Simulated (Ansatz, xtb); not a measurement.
**Two isomers of C5H5NO2**

Structure a is `OC(O)=C1C=CN=C1`, a singlet and structure b is `O=C(O)[C@@H]1C=CN=C1`, a singlet. Both are isolated molecules in the gas phase, relaxed with B3LYP/def2-SVP; the shapes shown needn't be the lowest conformers.

a (Å):

```yaml
atoms:
  - { symbol: C, position_ang: [-0.2573, 2.6734, 1.9223] }
  - { symbol: C, position_ang: [-0.2853, 1.8219, 0.8472] }
  - { symbol: C, position_ang: [-0.9864, 1.9734, -0.4124] }
  - { symbol: C, position_ang: [-0.6786, 0.8455, -1.1251] }
  - { symbol: C, position_ang: [0.3989, 0.5439, 0.7285] }
  - { symbol: N, position_ang: [0.1657, -0.0225, -0.4258] }
  - { symbol: O, position_ang: [-0.9167, 3.8218, 1.9379] }
  - { symbol: O, position_ang: [0.4182, 2.4588, 3.0556] }
  - { symbol: H, position_ang: [-0.7644, 4.2688, 2.7860] }
  - { symbol: H, position_ang: [0.8883, 1.6124, 3.0123] }
  - { symbol: H, position_ang: [-1.6158, 2.8106, -0.7074] }
  - { symbol: H, position_ang: [-1.0140, 0.5812, -2.1292] }
  - { symbol: H, position_ang: [1.0422, 0.0639, 1.4773] }
```

b (Å):

```xyz
13

C    -1.6489    1.9087    1.5459
C    -0.2003    2.1409    1.1443
C     0.0490    2.6317   -0.2510
C     0.9680    1.8078   -0.7932
C     0.7012    0.9173    1.1736
N     1.3635    0.7610    0.0852
O    -2.6162    2.2241    0.9059
O    -1.7222    1.3068    2.7505
H    -2.6669    1.1875    2.9509
H     0.2082    2.8554    1.8900
H    -0.4361    3.4926   -0.7072
H     1.4109    1.8584   -1.7890
H     0.8014    0.2522    2.0370
```

Quicker runs give these differences E(b) − E(a): GFN2-xTB −4.8 kcal/mol; HF/STO-3G −8.6 kcal/mol (at GFN2-xTB geometries); r2SCAN-D4/def2-SVP −5.6 kcal/mol (at GFN2-xTB geometries).

**Question.** Estimate E(b) − E(a) at the level CCSD(T)/def2-SVP + ΔMP2/def2-TZVPP.

**Answer.** Calculated at CCSD(T)/def2-SVP + ΔMP2/def2-TZVPP: E(b) − E(a) = −11.1 kcal/mol, so structure b lies lower.

Level by level:

```tsv
level	geometry	E(b) − E(a) (kcal/mol)	departure from the last row (kcal/mol)	job, with rough time for the two
GFN2-xTB	GFN2-xTB	−4.8	+6.4	optimisation, 0.25 s
HF/STO-3G	GFN2-xTB	−8.6	+2.6	single point, 0.58 s
r2SCAN-D4/def2-SVP	GFN2-xTB	−5.6	+5.6	single point, 6.9 s
B3LYP/def2-SVP	B3LYP/def2-SVP	−7.9	+3.3	optimisation, 91 s
HF/def2-SVP	B3LYP/def2-SVP	−14.0	−2.9	part of the CCSD(T) run
MP2/def2-SVP	B3LYP/def2-SVP	−11.4	−0.2	part of the CCSD(T) run
CCSD(T)/def2-SVP	B3LYP/def2-SVP	−14.6	−3.5	single point
CCSD(T)/def2-SVP + ΔMP2/def2-TZVPP	B3LYP/def2-SVP	−11.1		single point, 2.4 min
```

As drawn, b has 1 C=O, 1 C–C, 1 C–H in place of 1 C–O, 1 C=C, 1 O–H.

None of the levels shown reverses the order. The largest departure from CCSD(T)/def2-SVP + ΔMP2/def2-TZVPP is that of GFN2-xTB, 6.4 kcal/mol. The last row adds to CCSD(T) the change of the MP2 difference between the two basis sets, here +3.5 kcal/mol, a large step that makes the value less sure.

With thermal terms from frequencies at re-optimised GFN2-xTB minima (ideal gas, soft modes damped towards free rotors, one conformer each, 298.15 K, 1 atm): the zero-point term adds −0.1 kcal/mol; ΔH is −11.2 and ΔG −11.5 kcal/mol.

The correlated steps freeze 8 core orbitals. Mirror images aren't counted in ΔG. Programs: Ansatz 0.2.0, xtb 6.7.1; the last row on 2 threads of Arm Neoverse V1 on a shared host.
